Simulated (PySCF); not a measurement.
# Bi(CH3)H4 at several levels of theory

Computed with PySCF 2.14.0 (density fitting, no spin-orbit coupling) at the geometry relaxed with PBE0:

```xyz
9
Bi(CH3)H4 (singlet)
Bi    0.0000    0.0000   -0.1681
C     0.0000    0.0000    2.1523
H    -1.0439    0.0000    2.4986
H     0.5219   -0.9040    2.4986
H     0.5219    0.9040    2.4986
H     0.0000    0.0000   -2.0270
H     1.8073    0.0000   -0.1775
H    -0.9036    1.5652   -0.1775
H    -0.9037   -1.5652   -0.1775
```

```csv
level,basis,state,HOMO (eV),gap (eV),charge on Bi1 (e),dipole about the centre of mass (D),largest force component (eV/Å)
PBE0,"Bi def2-SVP with ECP60, C def2-SVP, H def2-SVP",singlet,-5.82,4.38,0.50,0.61,0.01
PBE0,"Bi def2-TZVP with ECP60, C def2-TZVP, H def2-TZVP",singlet,-5.92,4.25,0.44,0.60,0.28
PBE0,"Bi x2c-SVPall, C x2c-SVPall, H x2c-SVPall",singlet,-5.85,4.38,0.50,0.61,0.13
```

Charges are Mulliken's, which hang on the basis. The relaxation used the grid (50, 194), these runs (75, 302) or, all-electron (x2c bases, spin-free X2C Hamiltonian), (99, 590).

Q: Order these levels, in the first row's basis, by the HOMO–LUMO gap they give here, smallest first.
A. TPSSh
B. BLYP
C. wB97X
D. HF

A: B (2.58 eV), A (3.53 eV), C (8.44 eV), D (9.85 eV).

Q: And their other results?

A: 
```tsv
level	state	HOMO (eV)	gap (eV)	charge on Bi1 (e)	dipole about the centre of mass (D)	largest force component (eV/Å)
HF	singlet	-8.03	9.85	0.79	0.62	0.35
wB97X	singlet	-7.91	8.44	0.62	0.55	0.30
BLYP	singlet	-4.79	2.58	0.52	0.69	0.45
TPSSh	singlet	-5.40	3.53	0.55	0.72	0.18
```

In the first row's basis the gap widens with exact exchange: 2.6 eV for BLYP (none); 3.5 to 4.4 eV for TPSSh, PBE0 (a fixed share); 8.4 to 9.8 eV for wB97X, Hartree–Fock (rising or full at long range).
